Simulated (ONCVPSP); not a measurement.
An all-electron radial function and its pseudo partner (Zr (Z = 40))

Columns: radius, all-electron u(r) and pseudo u(r) of the 4d shell (level -4.14 eV) of zirconium in the configuration [Ar] 3d10 4s2 4p6 4d2 5s1.5 5p0.5; PBE, scalar-relativistic, ONCV scheme, ONCVPSP 4.0.1.

| r (bohr) | all-electron | pseudo |
| --- | --- | --- |
| 0.125 | -0.1428 | 0.0020 |
| 0.250 | -0.2972 | 0.0154 |
| 0.375 | -0.2635 | 0.0490 |
| 0.500 | -0.1165 | 0.1068 |
| 0.625 | 0.0641 | 0.1876 |
| 0.750 | 0.2359 | 0.2848 |
| 0.875 | 0.3815 | 0.3889 |
| 1.000 | 0.4960 | 0.4889 |
| 1.125 | 0.5799 | 0.5754 |
| 1.250 | 0.6365 | 0.6418 |
| 1.375 | 0.6707 | 0.6854 |
| 1.500 | 0.6871 | 0.7068 |
| 1.625 | 0.6897 | 0.7094 |
| 1.750 | 0.6824 | 0.6982 |
| 1.875 | 0.6678 | 0.6782 |
| 2.000 | 0.6483 | 0.6537 |
| 2.125 | 0.6254 | 0.6274 |
| 2.250 | 0.6005 | 0.6009 |
| 2.375 | 0.5744 | 0.5745 |
| 2.500 | 0.5480 | 0.5480 |
| 2.625 | 0.5217 | 0.5217 |
| 2.750 | 0.4958 | 0.4958 |
| 2.875 | 0.4705 | 0.4705 |
| 3.000 | 0.4460 | 0.4460 |
| 3.125 | 0.4223 | 0.4223 |
| 3.250 | 0.3994 | 0.3994 |

(1) How many radial nodes do the two functions have?

(2) At about which radius was the pseudo-wave matched?

(3) Is the pseudo-wave norm-conserving?

## Answers

(1) The all-electron 4d function has n − l − 1 = 1; the pseudo-wave has 0, since the states of the same l below it are removed with the core.

(2) 2.50 bohr. The columns agree to 0.0005 from 2.25 bohr on; several derivatives are matched, so the curves merge somewhat inside the radius.

(3) Yes: the ONCV scheme keeps the norm inside the radius equal to the all-electron one, which fixes the energy derivative of the logarithmic derivative at the level.
